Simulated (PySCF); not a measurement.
C2H5N, SMILES C=NC. Geometry: PBE0-D3(BJ)/def2-TZVP.

TDA-CAM-B3LYP/def2-SVPD (PySCF) puts the lowest singlet excitations at 5.06, 7.32, 8.11, 8.47, 8.54, 8.73 eV.

Task: What are the lowest excitation roots from PySCF 2.14.0 with ADC(2)/aug-cc-pVDZ? (Estimate from the structure and the level; the computed values follow.)

Result: 5.19, 6.22, 6.90, 6.92, 7.40, 7.75 eV. S1 differs by 0.12 eV (second minus first; roots are paired by order, and the bases may differ).
